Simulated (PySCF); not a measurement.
# Correlation energy of V⁺ (vanadium, charge +1)

[Ar] 3d3 4s1, high-spin 5F determinant (an excited configuration). Computed with PySCF 2.14 in aug-cc-pVDZ, with no relativity, point nucleus. Frozen: [Ar]; 4 electrons correlated.

```
  level  correlation energy (mhartree)
   CCSD                         -26.11
    (T)                          -0.20
CCSD(T)                         -26.31
```

Diagnostics: T1 = 0.0072, D1 = 0.0103, largest double amplitude 0.030.

Is a single reference adequate?

Yes: T1 lies below 0.03 and no double amplitude reaches 0.07.
